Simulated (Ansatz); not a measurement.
Species: sum formula SnOF (charge 0, doublet). It need not be the lowest isomer of its formula. 
Structure (B3LYP-D3(BJ)/def2-TZVP (Ansatz, a first-principles code) minimum search):
```xyz
3

Sn     0.1455    -0.1506     0.2621
O      0.8874     0.1914    -1.5703
F     -1.5973     0.6663    -0.0604
```
Charge 0, spin multiplicity 2.

Basis-set convergence of Hartree-Fock and MP2 correlation energies (hartree) with Ansatz. Cores are frozen in the correlated levels unless marked. Open shells are spin-unrestricted. Spin-orbit coupling is left out. Frozen are the shells of the preceding noble gas and the d and f shells that filled before the atom's block. Past Kr the def2 sets carry scalar-relativistic core potentials.

```json
[
 {"basis": "def2-SVPD", "functions": "78", "E(HF)": "-387.52670", "E(corr, MP2)": "-0.41930"},
 {"basis": "def2-TZVPPD", "functions": "136", "E(HF)": "[?]", "E(corr, MP2)": "[?]"}
]
```

Q: Complete the blanks.

A: 
- def2-TZVPPD, E(HF): -387.74802
- def2-TZVPPD, E(corr, MP2): -0.52730
